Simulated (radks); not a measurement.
Kinetic energies: the exact non-interacting value of the Kohn-Sham orbitals and orbital-free approximations, in hartree. Species: Sb3+ [Kr] 4d10 5s2; Cu [Ar] 3d10 4s1; Hg [Hg]; K [Ar] 4s1; Be [He] 2s2. Method: non-relativistic Kohn-Sham, exchange-only LDA, spin-polarised, spherical densities, point nucleus; computed with a radial shooting solver on a logarithmic mesh with Libxc functionals. Every spin shell is full or empty, so the densities are truly spherical. Functionals are evaluated on that one density, not self-consistently.

exact: Sb3+ 6303.81; Cu 1635.24; Hg 18395.9; K 596.711; Be 14.2233
Thomas-Fermi: Sb3+ 5971.9; Cu 1529.5; Hg 17546; K 554.93; Be 12.766
von Weizsacker: Sb3+ 2601.8; Cu 815.57; Hg 6508.8; K 342.62; Be 13.307
TF + vW: Sb3+ 8573.7; Cu 2345.0; Hg 24054; K 897.54; Be 26.073
TF + vW/9: Sb3+ 6261.0; Cu 1620.1; Hg 18269; K 593.00; Be 14.245
TF + vW/5: Sb3+ 6492.3; Cu 1692.6; Hg 18847; K 623.45; Be 15.428
LC94: Sb3+ 6307.9; Cu 1632.6; Hg 18398; K 597.35; Be 14.240
APBEK: Sb3+ 6311.2; Cu 1634.1; Hg 18403; K 598.06; Be 14.241
revAPBEK: Sb3+ 6322.3; Cu 1638.1; Hg 18428; K 599.97; Be 14.358
Pearson: Sb3+ 6246.1; Cu 1613.0; Hg 18241; K 588.25; Be 13.629
LKT: Sb3+ 7503.4; Cu 2020.8; Hg 21319; K 766.22; Be 21.948
